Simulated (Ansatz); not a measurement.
C4H12Ge, charge -1, doublet, at the geometry of the source list (a state made from the parent by changing its charge; the spin is typed, not shown lowest) (a gas-phase anion, which may not be bound at this level); BLYP/STO-3G run with Ansatz (a first-principles code).

Input for Ansatz:
Ansatz 0.2 input:
```yaml
crystal:
  periodic: [false, false, false]
  atoms:
    - {symbol: Ge, position_ang: [1.85720000, 0.92320000, -0.02010000]}
    - {symbol: C, position_ang: [0.55550000, -0.11330000, 1.04580000]}
    - {symbol: C, position_ang: [-0.77790000, -0.43900000, 0.37320000]}
    - {symbol: C, position_ang: [-0.59960000, -1.50680000, -0.70060000]}
    - {symbol: C, position_ang: [-1.40340000, 0.81520000, -0.22470000]}
    - {symbol: H, position_ang: [3.17210000, 0.94820000, 0.69370000]}
    - {symbol: H, position_ang: [2.12600000, 0.36860000, -1.38440000]}
    - {symbol: H, position_ang: [1.44780000, 2.34930000, -0.20180000]}
    - {symbol: H, position_ang: [0.36660000, 0.46060000, 1.95700000]}
    - {symbol: H, position_ang: [1.03610000, -1.04230000, 1.36100000]}
    - {symbol: H, position_ang: [-1.45630000, -0.83560000, 1.14090000]}
    - {symbol: H, position_ang: [0.12200000, -1.17200000, -1.44360000]}
    - {symbol: H, position_ang: [-1.54410000, -1.70630000, -1.20110000]}
    - {symbol: H, position_ang: [-0.23900000, -2.43650000, -0.26390000]}
    - {symbol: H, position_ang: [-0.82780000, 1.13540000, -1.09430000]}
    - {symbol: H, position_ang: [-1.40790000, 1.62390000, 0.50350000]}
    - {symbol: H, position_ang: [-2.42730000, 0.62740000, -0.54060000]}
basis:
  gaussian:
    orbitals: STO-3G
hamiltonian:
  xc: blyp
total_charge: -1
magnetization: {spin_polarized: true, initial_magnetization: 1}
accuracy: high
```

The log (banner, timings and long lists left out):

```
Functional definition: BLYP
1033 factors; integrals over basis functions are off by at most 5.2e-9 eV
mean field evaluation 1: about -60103.8674 eV, gradient 1.1e2 eV
mean field evaluation 2: about -60126.4979 eV, gradient 4.3e1 eV
mean field evaluation 4: about -60143.3205 eV, gradient 9.5e0 eV
mean field evaluation 8: about -60143.9566 eV, gradient 3.0e-1 eV
mean field evaluation 16: about -60143.8212 eV, gradient 1.0e-3 eV
mean field evaluation 32: about -60141.4350 eV, gradient 9.5e0 eV
mean field -60143.82123365 eV, -2210.2446633905 hartree, gradient 6.2e-8 eV, S^2 0.751322; 4 other end points of the search recorded, 0 dependent functions left out
reference -60143.82128670 eV, -2210.2446653401 hartree; 35, 34 occupied and 15, 16 virtual orbitals, 1033 factors
Total energy: -60143.82128670 eV, -2210.2446653401 hartree
```
